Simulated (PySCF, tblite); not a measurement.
Compound: C4H11NOSi2.
Structure used (GFN2-xTB), in Å, numbered top down from 1:
```
atom  x, y, z in Å
C1     3.9165   -0.3168   -0.3653
C2     2.9589   -0.5837    0.3108
Si3    1.4649   -0.9685    1.3412
O4     0.3002    0.1149    1.0334
Si5   -0.6632    0.9360    0.0112
C6     0.2317    1.3934   -1.5883
N7    -1.9534   -0.1186   -0.4132
C8    -2.7387   -0.8423    0.5595
H9     4.7569   -0.0852   -0.9559
H10    0.9854   -2.3096    0.9966
H11    1.7584   -0.7730    2.7615
H12   -1.0088    2.1070    0.8285
H13    0.5556    0.5115   -2.1322
H14    1.1160    1.9801   -1.3642
H15   -0.3960    1.9832   -2.2475
H16   -2.4902    0.0982   -1.2388
H17   -3.5804   -0.2544    0.9424
H18   -2.0935   -1.1020    1.3948
H19   -3.1301   -1.7611    0.1178
```

Method: PBE0/pcSseg-1 in PySCF (dipole) on a GFN2-xTB geometry, gas phase.

Masses are those of the commonest isotopes; rigid-rotor values at the optimised geometry. The values belong to one conformer with, in the numbering `[CH:1]#[C:2][SiH2:3][O:4][Si@@H:5]([CH3:6])[NH:7][CH3:8]`, C2–Si3–O4–Si5 52°, Si3–O4–Si5–C6 -37°, O4–Si5–N7–C8 50°.

Question: Give the principal moments of inertia and the rotational constants in MHz.

Answer: Ia = 227.03, Ib = 600.71, Ic = 751.21 u·Å²; 505379 MHz·u·Å²/I gives A = 2226, B = 841.3, C = 672.8 MHz.

Question: What kind of rotor is it?

Answer: An asymmetric top. Ray's parameter κ = (2B − A − C)/(A − C) = -0.783; −1 is the prolate and +1 the oblate limit.

Question: Is it planar, by Δ = Ic − Ia − Ib?

Answer: Not planar: Δ = Ic − Ia − Ib = -76.53 u·Å². For a rigid frame Δ = −2 Σ m c², so Σ m c² = 38.27 u·Å² lies off the ab plane: 11.95 from hydrogen and 26.31 from heavier atoms. The atom farthest from that plane is 1.93 Å away.

Question: Give the other two planar moments, Paa and Pbb, and the rms extents of the mass along the axes.

Answer: Paa = Σ m a² = (Ib + Ic − Ia)/2 = 562.45 and Pbb = Σ m b² = (Ia + Ic − Ib)/2 = 188.76 u·Å². With the mass M = 145.04 u, the rms extents √(P/M) along a, b and c are 1.97, 1.14, 0.51 Å.

Question: Where do the levels up to J = 5 lie, in K?

Answer: Above 0(0,0), as E/k:
J = 1: 1(0,1) 0.073, 1(1,1) 0.139, 1(1,0) 0.147
J = 2: 2(0,2) 0.217, 2(1,2) 0.276, 2(1,1) 0.301, 2(2,1) 0.500, 2(2,0) 0.501
J = 3: 3(0,3) 0.433, 3(1,3) 0.482, 3(1,2) 0.530, 3(2,2) 0.718, 3(2,1) 0.721, 3(3,1) 1.071, 3(3,0) 1.071
J = 4: 4(0,4) 0.717, 4(1,4) 0.755, 4(1,3) 0.836, 4(2,3) 1.008, 4(2,2) 1.018, 4(3,2) 1.363, 4(3,1) 1.363, 4(4,1) 1.855, 4(4,0) 1.855
J = 5: 5(0,5) 1.067, 5(1,5) 1.095, 5(1,4) 1.216, 5(2,4) 1.370, 5(2,3) 1.393, 5(3,3) 1.728, 5(3,2) 1.729, 5(4,2) 2.220, 5(4,1) 2.220, 5(5,1) 2.853, 5(5,0) 2.853
Those of J = 1 are B + C, A + C and A + B.

Question: Which types of transition are allowed, and where do some lines up to J = 4 fall?

Answer: The dipole components are |μa| = 0.69 D, |μb| = 0.75 D, |μc| = 0.93 D. The squared components, which scale the intensities, stand as 0.55 : 0.65 : 1.00 (a : b : c). Some lines, for components of 0.1 D or more:

```
type  branch         J(Ka,Kc)    MHz  lower level (cm⁻¹)
   c       Q  4(1,4) ← 4(0,4)    801               0.498
   c       Q  3(1,3) ← 3(0,3)   1026               0.301
   b       Q  3(1,2) ← 3(0,3)   2037               0.301
   b       Q  4(1,3) ← 4(0,4)   2481               0.498
   a       R  2(1,2) ← 1(1,1)   2860               0.097
   a       R  3(2,1) ← 2(2,0)   4599               0.348
   a       R  3(1,2) ← 2(1,1)   4786               0.209
   b       R  2(2,1) ← 1(1,0)   7351               0.102
   c       R  3(2,2) ← 2(1,2)   9202               0.192
   c       R  4(2,3) ← 3(1,3)  10966               0.335
   b       R  4(3,2) ← 3(2,1)  13365               0.501
```

Its lowest GFN2-xTB frequency is 10 cm⁻¹, too small to tell a flat minimum from a shallow saddle. These are rigid-rotor constants of the computed structure; measured ground-state constants (B0) also hold zero-point vibration. A rigid rotor knows nothing of inversion at nitrogen or internal rotation, which can split or shift real lines. Quadrupole hyperfine structure (14N) is left out.
